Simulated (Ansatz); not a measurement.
C3H6BFSi can be A, `FC1=C[SiH2]BC1`, or B, `C=CC1[SiH2]B1F`.

Isolated molecules relaxed with PBE0-D4/def2-TZVP in Ansatz; ΔE leaves out vibrations. CBS: MP2 limit from def2 TZ/QZ plus the TZ coupled-cluster correction, frozen cores. DFT in def2-TZVPP. B3LYP here is the variant with VWN-RPA as its local correlation; programs differ in this. One conformer a species, not always the lowest.

Question: Which isomer does CCSD(T)/CBS put lower? Give the gap. (Best estimate.)

Answer: Computed: B, by 27.4 kJ/mol.

Question: Give E(B) − E(A) in kJ/mol with CCSD(T)/def2-TZVPP, r2SCAN-D4, B2PLYP, HF/def2-TZVPP, PBE0-D4, B3LYP-D4, PBE-D4. (Estimate.)

Answer: Ansatz gave: CCSD(T)/def2-TZVPP -27.5, r2SCAN-D4 -31.3, B2PLYP -33.6, HF/def2-TZVPP -1.8, PBE0-D4 -23.7, B3LYP-D4 -31.8, PBE-D4 -37.0. None reverses the order clearly.

Largest T1 diagnostic: 0.014.

The D4 term adds +4.7 kJ/mol with B3LYP and +2.2 kJ/mol with PBE0; it sums over pairs of atoms, weighted by their polarisabilities, and B3LYP, whose exchange is more repulsive, gets the larger term. From PBE to PBE0 (25 % exact exchange), in def2-TZVPP and without D4, E(B) − E(A) moves by +13.9 kJ/mol.
